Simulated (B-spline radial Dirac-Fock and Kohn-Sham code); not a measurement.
## Binding energies of Tc³³⁺

System: technetium as Tc³³⁺ in the configuration [He] 2s2 2p6; nuclear rms radius 4.4112 fm (A = 97).

Level of theory: Dirac-Fock (average of configuration) total-energy differences with a finite nucleus, the Breit interaction including its frequency dependence, and self-energy and vacuum-polarisation corrections; a radial atomic solver. Correlation and solid-state effects are left out. Energies are counted from the vacuum level.

All terms are in eV, carry their sign (relaxation lowers the binding energy) and add up to the binding energy; ⟨r⟩ is the mean radius of the orbital in the initial state.

| subshell | −ε (Koopmans) | relaxation | Gaunt | retardation | self-energy | vacuum polarisation | binding energy | ⟨r⟩ (bohr) |
| --- | --- | --- | --- | --- | --- | --- | --- | --- |
| 1s | 23059.9 | -20.32 | -41.49 | 2.92 | -22.28 | 2.62 | 22981.3 | 0.034 |
| 2s | 4857.5 | -2.20 | -3.87 | 0.19 | -2.75 | 0.30 | 4849.2 | 0.146 |
| 2p1/2 | 4630.2 | -3.37 | -6.87 | 0.75 | 0.18 | -0.01 | 4620.9 | 0.124 |
| 2p3/2 | 4506.2 | -3.05 | -4.92 | 0.86 | -0.07 | -0.01 | 4499.0 | 0.129 |

For the deepest level, K (1s), the Breit terms make up -0.168 % of the binding energy, QED -0.086 % and orbital relaxation -0.088 %.

Going to the tabulated ground configuration of the next ion removes an electron from L3 (2p3/2), computed at 4499.0 eV. NIST lists 4505 ± 2.5 eV as the ionisation energy of this species (semi-empirical), +6.03 eV from the computed value.
